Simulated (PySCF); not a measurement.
Isomers of C11H14, mass 146.110 u with the commonest isotopes. Method used: PBE0-D3(BJ)/def2-SVP geometry optimisation, gas phase (PySCF). One conformer each, none proved a minimum here; rigid rotors.

**Question.** Order these by radius of gyration √(Σ m r²/M), largest first.
A. `[CH2:1]=[C:2]([CH2:3][CH2:4][CH3:5])[c:6]1[cH:7][cH:8][cH:9][cH:10][cH:11]1` with C1–C2–C3–C4 117°, C2–C3–C4–C5 179°, C1–C2–C6–C7 -36°
B. `[CH3:1][CH2:2][CH2:3]/[CH:4]=[CH:5]\[c:6]1[cH:7][cH:8][cH:9][cH:10][cH:11]1` with C1–C2–C3–C4 180°, C2–C3–C4–C5 -140°, C4–C5–C6–C7 147°
C. `[CH3:1][c:2]1[cH:3][cH:4][c:5]2[c:6]([cH:7]1)[CH2:8][CH2:9][CH2:10][CH2:11]2` with C5–C6–C8–C9 17°, C6–C8–C9–C10 -47°, C8–C9–C10–C11 63°, C9–C10–C11–C5 -48°

**Answer.** B (2.815 Å), A (2.546 Å), C (2.409 Å).

**Question.** Order these by rotational constant C, smallest first.
A. `[CH3:1][CH2:2][CH2:3]/[CH:4]=[CH:5]\[c:6]1[cH:7][cH:8][cH:9][cH:10][cH:11]1` with C1–C2–C3–C4 180°, C2–C3–C4–C5 -140°, C4–C5–C6–C7 147°
B. `[CH2:1]=[C:2]([CH2:3][CH2:4][CH3:5])[c:6]1[cH:7][cH:8][cH:9][cH:10][cH:11]1` with C1–C2–C3–C4 117°, C2–C3–C4–C5 179°, C1–C2–C6–C7 -36° (2-phenyl-1-pentene)
C. `[CH3:1][c:2]1[cH:3][cH:4][c:5]2[c:6]([cH:7]1)[CH2:8][CH2:9][CH2:10][CH2:11]2` with C5–C6–C8–C9 17°, C6–C8–C9–C10 -47°, C8–C9–C10–C11 63°, C9–C10–C11–C5 -48°

**Answer.** A (454.6 MHz), B (570.4 MHz), C (604.4 MHz).

**Question.** Order these by rotational constant A, largest first.
A. `[CH3:1][c:2]1[cH:3][cH:4][c:5]2[c:6]([cH:7]1)[CH2:8][CH2:9][CH2:10][CH2:11]2` with C5–C6–C8–C9 17°, C6–C8–C9–C10 -47°, C8–C9–C10–C11 63°, C9–C10–C11–C5 -48°
B. `[CH2:1]=[C:2]([CH2:3][CH2:4][CH3:5])[c:6]1[cH:7][cH:8][cH:9][cH:10][cH:11]1` with C1–C2–C3–C4 117°, C2–C3–C4–C5 179°, C1–C2–C6–C7 -36° (2-phenyl-1-pentene)
C. `[CH3:1][CH2:2][CH2:3]/[CH:4]=[CH:5]\[c:6]1[cH:7][cH:8][cH:9][cH:10][cH:11]1` with C1–C2–C3–C4 180°, C2–C3–C4–C5 -140°, C4–C5–C6–C7 147°

**Answer.** A (2523 MHz), C (2322 MHz), B (1822 MHz).

| SMILES | point group | Ia (u·Å²) | Ib (u·Å²) | Ic (u·Å²) | κ | μa (D) | μb (D) | μc (D) |
| --- | --- | --- | --- | --- | --- | --- | --- | --- |
| Cc1ccc2c(c1)CCCC2 | C1 | 200.32 | 659.90 | 836.20 | -0.83 | 0.29 | 0.23 | 0.06 |
| CCC/C=C\c1ccccc1 | C1 | 217.64 | 986.84 | 1111.61 | -0.94 | 0.37 | 0.20 | 0.07 |
| C=C(CCC)c1ccccc1 | C1 | 277.44 | 731.01 | 885.99 | -0.81 | 0.15 | 0.36 | 0.11 |
